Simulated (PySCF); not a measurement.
Bond curve of BiCl

Set-up: basis Bi def2-SVP with ECP60, Cl def2-SVP; scalar-relativistic core potentials; PySCF 2.14. Energies in eV from Bi + Cl in their ground configurations at the same level. State: ³Σ⁻ (triplet), unpaired electrons π ↑↑.

All columns are BP86. A positive dipole means Bi(−)Cl(+).

```
R (Å)  E (eV)  μ (D)  Mulliken charge on Bi (basis-dependent)  HOMO (eV)  LUMO (eV)  Mayer bond order  ⟨S²⟩
2.130  -1.867  -1.10                                     0.21      -4.58      -3.33              1.23  2.00
2.229  -2.577  -1.61                                     0.24      -4.74      -3.47              1.20  2.00
2.328  -2.969  -2.09                                     0.26      -4.90      -3.62              1.17  2.00
2.403  -3.113  -2.42                                     0.27      -5.01      -3.72              1.15  2.00
2.477  -3.163  -2.75                                     0.28      -5.11      -3.82              1.13  2.00
2.551  -3.144  -3.06                                     0.29      -5.21      -3.91              1.12  2.00
2.650  -3.042  -3.44                                     0.30      -5.33      -4.03              1.10  2.00
2.774  -2.835  -3.88                                     0.31      -5.47      -4.16              1.07  2.01
2.923  -2.529  -4.36                                     0.31      -5.61      -4.30              1.05  2.01
3.121  -2.095  -4.91                                     0.32      -5.74      -4.67              1.01  2.02
```

A fit through these points gives, at Re = 2.490 Å, μ = -2.80 D and dμ/dR = -4.20 D/Å; the reduced mass is 29.96 u.

Q: How strong is the fundamental in the double-harmonic approximation, I = 42.26·(dμ/dR)²/μred km/mol?

A: I = 42.26·(-4.20)²/29.96 = 24.9 km/mol at BP86.

These are scalar-relativistic numbers at best; spin–orbit coupling would shift them, the dissociation energy most. The state was picked by a PBE0 search and need not be the measured ground state.
